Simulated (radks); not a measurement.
Values are calculated unless marked as measured or tabulated.
These are the eigenvalues of the occupied orbitals of an atom or ion with whole-number occupations (hartree). Code: a radial shooting solver on a logarithmic mesh with Libxc functionals. Model: Dirac Kohn-Sham, PBEsol, spin-unpolarised, spherical densities, finite nucleus; Fermi nuclear charge, rms radius of each element as measured or else 0.836 A^(1/3) + 0.57 fm.

1s1/2: -2549.632
2s1/2: -440.7991
2p1/2: -421.7139
2p3/2: -372.0325
3s1/2: -102.4283
3p1/2: -93.90115
3p3/2: -83.15943
3d3/2: -68.75190
3d5/2: -66.41484
4s1/2: -22.06955
4p1/2: -18.53008
4p3/2: -16.03771
4d3/2: -10.21330
4d5/2: -9.75403
5s1/2: -4.08638
5p1/2: -3.02569
5p3/2: -2.65167
4f5/2: -2.46354
4f7/2: -2.38106
5d3/2: -1.25565
5d5/2: -1.21797
6s1/2: -1.09349

Which element is it, and in what charge state? The configuration may be excited. Open shells, if any, are shared by 2j + 1.

Answer. Z = 74, tungsten, charge +3: W3+ in [Xe] 4f14 5d2 6s1. The list shows which subshells hold electrons but not how many an open one holds; the 1s level, -2549.6 hartree, gives Z - s = 71.4 by -(Z - s)^2/2, which with screening and relativity narrows Z to a few neighbours, and the depths of the outer levels then fix element, charge and occupations together.
